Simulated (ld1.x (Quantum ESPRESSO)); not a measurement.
## Logarithmic derivatives: thulium (Tm), TM

* Element: thulium (Tm)
* Generator: ld1.x (Quantum ESPRESSO) 7.5
* Type: norm-conserving Troullier–Martins (Kleinman–Bylander form)
* Functional: PBE
* Relativity: scalar-relativistic
* Frozen core: [Kr] 4d10
* Valence charge: 23
* Reference configuration: 4f13 5s2 5p6 5d0 6s1.5 6p0 (charge +0.5)
* Partial waves: 5s (bound): rc 1.85 bohr; 5p (bound): rc 2.00 bohr; 4f (bound): rc 1.10 bohr; 5d (bound, empty): rc 2.15 bohr
* Local potential: the d channel
* Core correction: none

Occupied shells without a wave of their own: 6s. They enter only through the test configuration that unscreens the potential.

The phase is arctan(r·u′/u) with u = r·R(r), unwrapped; energies in Ry, scanned from -6 to 5 Ry. A pole is an energy at which the radial function vanishes at the test radius. The pseudo phase is shifted by a multiple of π to meet the all-electron one at the reference energy, and phase errors are pseudo minus all-electron; the curves can meet again beyond the range given. Levels narrower than the energy grid can be missing from the lists of poles.

```json
{"channel": "s", "radius (bohr)": "2.36", "reference energy (Ry)": "-4.16", "poles, all-electron": "-3.97", "poles, pseudo": "-3.97", "unbroken range about the reference energy with phases within 0.05 rad": "below -0.7", "phase error 1 Ry above the reference energy (rad)": "+0.004"}
{"channel": "p", "radius (bohr)": "2.36", "reference energy (Ry)": "-2.21", "poles, all-electron": "-1.73", "poles, pseudo": "-1.75, 3.26", "unbroken range about the reference energy with phases within 0.05 rad": "below -0.5", "phase error 1 Ry above the reference energy (rad)": "-0.017"}
{"channel": "d", "radius (bohr)": "2.36", "reference energy (Ry)": "-0.26", "poles, all-electron": "1.42", "poles, pseudo": "1.41", "unbroken range about the reference energy with phases within 0.05 rad": "below 4.2", "phase error 1 Ry above the reference energy (rad)": "-0.001"}
{"channel": "f", "radius (bohr)": "2.36", "reference energy (Ry)": "-0.46", "poles, all-electron": "-0.39", "poles, pseudo": "-0.39", "unbroken range about the reference energy with phases within 0.05 rad": "below 1.4", "phase error 1 Ry above the reference energy (rad)": "+0.012"}
```

The potential misses its own reference levels by up to 0.3 eV.

Phases in the d channel:

```csv
E (Ry),all-electron,pseudo
-6.00,1.390,1.390
-5.48,1.380,1.380
-4.96,1.369,1.369
-4.44,1.356,1.356
-3.92,1.339,1.339
-3.40,1.318,1.318
-2.88,1.290,1.290
-2.36,1.249,1.249
-1.84,1.186,1.185
-1.32,1.069,1.068
-0.80,0.781,0.781
-0.28,-0.177,-0.177
0.24,-1.130,-1.131
0.76,-1.421,-1.422
1.28,-1.546,-1.548
1.80,-1.624,-1.627
2.32,-1.686,-1.690
2.84,-1.747,-1.754
3.36,-1.819,-1.832
3.88,-1.924,-1.952
4.40,-2.112,-2.185
4.92,-2.554,-2.785
```
